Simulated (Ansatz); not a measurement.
```yaml
crystal:
  periodic: [false, false, false]
  atoms:
    - {symbol: Ag, position_ang: [-0.041802, -1.158982, 2.407442]}
    - {symbol: Ag, position_ang: [2.583141, 1.982589, -0.402065]}
    - {symbol: Ag, position_ang: [-0.040821, 2.502315, -0.388108]}
    - {symbol: Ag, position_ang: [-1.635945, 0.820617, 1.285845]}
    - {symbol: Ag, position_ang: [0.655961, 0.488138, -2.850095]}
    - {symbol: Ag, position_ang: [0.805382, -0.399082, -0.202579]}
    - {symbol: Ag, position_ang: [1.231292, 1.244436, 1.922671]}
    - {symbol: Ag, position_ang: [2.539996, -1.667330, 1.630791]}
    - {symbol: Ag, position_ang: [-1.841400, -1.924856, 0.336733]}
    - {symbol: Ag, position_ang: [-0.433556, -1.984857, -2.059216]}
    - {symbol: Ag, position_ang: [-2.742321, 2.830055, -0.446088]}
    - {symbol: Ag, position_ang: [0.646793, -3.221855, 0.274082]}
    - {symbol: Ag, position_ang: [-1.726720, 0.488794, -1.509422]}
basis:
  gaussian: {orbitals: def2-TZVP, initial_orbitals: start.molden}
total_charge: 1
hamiltonian: {xc: pbe0, dispersion: d4}
scf: {omitted_lower_state_checks: [starts]}
output: {orbitals: {seedname: orbitals}}
```

The file start.molden holds the orbitals of an earlier run on this structure, at another level or in another basis.

```sh
$ ansatz run in.yaml --threads 6 --pin off --events-out ev --progress --plain --max-ram 7833MiB
```

(1) Does this run fit into the memory that it is given?

Results:

(1) No. It has 520 basis functions, and Ansatz plans for 11 GiB where 8 GiB are given.
